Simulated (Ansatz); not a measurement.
Compare A (`NC(O)(F)O[SiH3]`) with its isomer B (`NC(O)(O)[SiH2]F`).

Program: Ansatz. Geometries: PBE0-D4/def2-TZVP. ΔE: electronic, gas phase. CCSD(T)/CBS is the MP2 limit (def2-TZVPP, def2-QZVPP) plus CCSD(T) − MP2 in def2-TZVPP, frozen cores. DFT in def2-TZVPP. One conformer a species, not always the lowest.

A:

Z-matrix (Å, degrees):
```
C
O 1 1.374
F 1 1.380 2 109.2
N 1 1.419 2 111.2 3 116.5
O 1 1.366 2 108.1 3 -117.0
H 2 0.963 1 107.4 3 -68.3
H 4 1.012 1 110.0 2 -170.6
H 4 1.012 1 109.5 2 69.6
Si 5 1.669 1 124.1 2 36.2
H 9 1.482 5 111.0 1 -77.4
H 9 1.481 5 103.9 1 164.8
H 9 1.482 5 111.2 1 45.8
```

B:

Z-matrix (Å, degrees):
```
C
O 1 1.406
O 1 1.403 2 110.9
N 1 1.438 2 104.7 3 -124.0
Si 1 1.906 2 112.7 3 123.1
H 2 0.962 1 107.7 3 -58.9
H 3 0.967 1 107.5 2 -56.1
H 4 1.010 1 111.1 2 151.7
H 4 1.013 1 111.4 2 27.5
F 5 1.605 1 110.1 2 -66.5
H 5 1.478 1 108.2 2 50.7
H 5 1.483 1 110.2 2 173.7
```

**Question.** Which is lower in electronic energy at CCSD(T)/CBS, and by how much? (An estimate is asked.)

**Answer.** Computed: B, by 32.9 kJ/mol.

**Question.** Give E(B) − E(A) in kJ/mol with HF/def2-TZVPP, MP2/def2-TZVPP, B2PLYP, PBE-D4, CCSD/def2-TZVPP, PBE0-D4, CCSD(T)/def2-TZVPP. (An estimate is asked.)

**Answer.** Computed: HF/def2-TZVPP 0.4, MP2/def2-TZVPP -31.5, B2PLYP -27.3, PBE-D4 -33.5, CCSD/def2-TZVPP -22.6, PBE0-D4 -25.3, CCSD(T)/def2-TZVPP -24.7. None reverses the order clearly.

Largest T1 diagnostic: 0.012.

In def2-TZVPP, CCSD(T) changes the Hartree–Fock value by −25.1 kJ/mol (the triples alone add −2.1 kJ/mol) and MP2 by −31.9 kJ/mol. From PBE to PBE0 (25 % exact exchange), in def2-TZVPP and without D4, E(B) − E(A) moves by +8.0 kJ/mol.
